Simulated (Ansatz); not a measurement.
Calculated with Ansatz (gas phase, PBE0-D4/def2-TZVP geometries, no zero-point term in ΔE). CCSD(T)/CBS is the MP2 limit (def2-TZVPP, def2-QZVPP) plus CCSD(T) − MP2 in def2-TZVPP, frozen cores. This one scheme is used for every species. DFT in def2-TZVPP. B3LYP here is the variant with VWN-RPA as its local correlation; programs differ in this. def2 core potentials past Kr. For I outer-core shells are correlated without core-valence functions, which leaves a few kJ/mol of doubt a bond.

`C[Si](C)(F)C#N` + HI → `C[Si](C)(F)I` + `C#N`  (ligand exchange at the Si–C bond)

| level | ΔE (kcal/mol) |
| --- | --- |
| B3LYP-D4 | -10.5 |
| B3LYP | -9.1 |

Task: What does CCSD(T)/CBS give? (Best estimate.)

Result: The calculation gave: -12.0 kcal/mol. The listed levels differ from it by 1.5, 2.9 kcal/mol.

Largest T1 diagnostic among the species: 0.014.

The D4 term adds −1.4 kcal/mol with B3LYP and −0.7 kcal/mol with PBE0; it sums over pairs of atoms, weighted by their polarisabilities, and B3LYP, whose exchange is more repulsive, gets the larger term.
